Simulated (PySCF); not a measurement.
Compound: C6H7P.
Numbering: `[PH2:1][c:2]1[cH:3][cH:4][cH:5][cH:6][cH:7]1` (hydrogens: H8, H9 on P1; H10 on C3; H11 on C4; H12 on C5; H13 on C6; H14 on C7)

Geometry (PBE0-D3(BJ)/def2-SVP, Å), atoms numbered from 1 in this order:
```xyz
14
C6H7P angstrom
P      2.7299   -0.1181    0.5429
C      0.9446    0.0247    0.1228
C      0.1826   -1.1175   -0.1546
C     -1.1900   -1.0197   -0.3740
C     -1.8243    0.2201   -0.3123
C     -1.0769    1.3620   -0.0285
C      0.2955    1.2642    0.1913
H      3.1822    1.0095   -0.2073
H      3.0810   -1.0512   -0.4790
H      0.6657   -2.0974   -0.2067
H     -1.7672   -1.9204   -0.5975
H     -2.9000    0.2964   -0.4864
H     -1.5645    2.3388    0.0207
H      0.8685    2.1690    0.4137
```

All values: CAM-B3LYP/def2-SVPD (PySCF, non-relativistic), on one gas-phase PBE0-D3(BJ)/def2-SVP geometry that isn't relaxed in the solvent. The solvent is an IEF-PCM continuum (cavity from Bondi-type radii × 1.2), and excitations are vertical TDDFT with non-equilibrium linear response and a frozen core. Only the electrostatic response of the medium enters.

Gas-phase singlets (H = HOMO, L = LUMO):

```tsv
state	E (eV)	λ (nm)	f	leading configuration
S1	5.167	240	0.000	H→L+1 68%
S2	5.611	221	0.201	H→L 86%
S3	6.166	201	0.021	H→L+2 75%
S4	6.268	198	0.041	H-1→L 44%
S5	6.601	188	0.386	H-1→L+1 61%
```

Give the list for chloroform (ε = 4.711), n² = 2.09.

```tsv
state	E (eV)	λ (nm)	f	leading configuration	change by rank (eV)
S1	5.179	239	0.001	H→L+1 68%	+0.012
S2	5.560	223	0.313	H→L 89%	-0.051
S3	6.197	200	0.055	H→L+2 69%	+0.031
S4	6.220	199	0.086	H-1→L 49%	-0.048
S5	6.497	191	0.546	H-1→L+1 65%	-0.104
```

Give the list for dimethylsulfoxide (ε = 46.83), n² = 2.19.

```
state  E (eV)  λ (nm)      f  leading configuration  change by rank (eV)
   S1   5.189     239  0.001              H→L+1 68%               +0.022
   S2   5.570     223  0.322                H→L 89%               -0.041
   S3   6.224     199  0.072              H→L+2 61%               +0.058
   S4   6.231     199  0.093              H-1→L 44%               -0.037
   S5   6.499     191  0.546            H-1→L+1 64%               -0.102
```

How do the frontier levels move from gas to dimethylsulfoxide?

```
orbital  gas (eV)  solvent (eV)  change (eV)                  Löwdin shares, gas              Löwdin shares, solvent
 LUMO+2      1.33          1.46        +0.13    P1 27 %, C3 9 %, C7 8 %, H10 8 %     P1 29 %, C7 9 %, C3 9 %, C2 7 %
 LUMO+1      0.54          0.61        +0.07  C6 17 %, C3 17 %, C4 16 %, C7 15 %  C6 17 %, C3 17 %, C4 16 %, C7 15 %
   LUMO      0.51          0.56        +0.05  C2 20 %, C5 18 %, C7 11 %, C4 10 %  C2 21 %, C5 19 %, C7 11 %, C4 10 %
   HOMO     -7.89         -7.89         0.00   P1 33 %, C2 17 %, C5 14 %, C7 7 %   P1 32 %, C2 17 %, C5 14 %, C7 7 %
 HOMO-1     -8.68         -8.64        +0.04  C3 20 %, C7 20 %, C6 20 %, C4 20 %  C3 20 %, C7 20 %, C6 20 %, C4 20 %
 HOMO-2     -9.60         -9.58        +0.02   P1 35 %, C2 19 %, C5 12 %, C4 7 %   P1 35 %, C2 19 %, C5 12 %, C4 7 %
 HOMO-3    -11.04        -10.93        +0.11  P1 18 %, C2 15 %, C6 10 %, C4 10 %  P1 18 %, C2 15 %, C5 10 %, C6 10 %
```

The HOMO–LUMO gap goes from 8.41 to 8.45 eV.
